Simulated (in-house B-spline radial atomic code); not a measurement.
Configurations of Pr V (Pr4+), with energies counted from [Xe] 4f1. Level of theory: scalar-relativistic (X2C) B3LYP, spin-polarised, spherical fractional occupations, exact exchange averaged over the configuration, Fermi nucleus of rms radius 4.8919 fm; calculated with a radial B-spline atomic code at the basis-set limit. Shells without spins written out take the highest spin.

Occupations are held fixed; configurations that lie above the ionisation limit could autoionise.

```csv
configuration,E - E(ref) (eV),highest orbital,its <r> (bohr)
[Xe] 5f1,36.286,5f up,3.35
[Xe] 6d1,36.617,6d up,4.208
[Kr] 4d9 4f1 5s2 5p6 5d1,128.48,5d up,2.006
[Kr] 4d9 4f1 5s2 5p6 6s1,135.88,6s up,2.944
[Kr] 4d9 4f1 5s2 5p6 6p1,141.87,6p up,3.331
```

Order these further configurations by energy, lowest first.
A. [Xe] 6f1
B. [Kr] 4d10 4f1 5s2 5p5 6s1
C. [Kr] 4d9 4f1 5s2 5p6 6d1
D. [Kr] 4d10 4f2 5s2 5p5
E. [Xe] 6s1

D (13.57 eV), E (22.473 eV), B (31.677 eV), A (44.252 eV), C (150.08 eV).

How far above the reference does [Xe] 5d1 lie?

15.25 eV; its least bound orbital is 5d up with <r> = 2.021 bohr.
